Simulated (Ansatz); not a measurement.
Gas-phase reaction in SMILES: C[SiH](C)[SiH3] -> C[Si](C)[SiH3] + H atom (the H-Si bond at the site shown breaks; other sites are not compared here)
Geometries: B3LYP-D3(BJ)/def2-TZVP minima from Ansatz (an electronic-structure program). Frequencies are from Ansatz.

Quantity: bond dissociation energy (enthalpy at 298 K, with B3LYP-D3(BJ) rigid-rotor harmonic-oscillator terms), in kJ/mol. Cores are frozen in the correlated levels unless marked. Open shells are spin-unrestricted. Spin-orbit coupling is left out. No relativistic terms. Basis-set limits of correlation are two-point, X^-3; Hartree-Fock from the larger set.

```
level                                        program  bond dissociation energy (kJ/mol)  minus last row
------------------------------------  --------------  ---------------------------------  --------------
BLYP-D4/def2-TZVPD                    Ansatz + dftd4                              362.1           -18.8
r2SCAN/def2-TZVPD                             Ansatz                              358.7           -22.2
B3LYP-D4/def2-TZVPD                   Ansatz + dftd4                              371.3            -9.6
PBE0/def2-SVP                                 Ansatz                              357.4           -23.5
HSE06-D4/def2-TZVPD                   Ansatz + dftd4                              358.0           -22.9
wB97M-V/def2-TZVPD                            Ansatz                              381.3             0.4
SCS-MP2/STO-3G                                Ansatz                              458.2            77.3
SCS-MP2/aug-cc-pV(T+d)Z                       Ansatz                              379.1            -1.8
SCS-MP2/cc-pV(T+d)Z                           Ansatz                              378.1            -2.8
CCSD(T)/CBS(cc-pV(T+d)Z,cc-pV(Q+d)Z)          Ansatz                              380.9             0.0
```
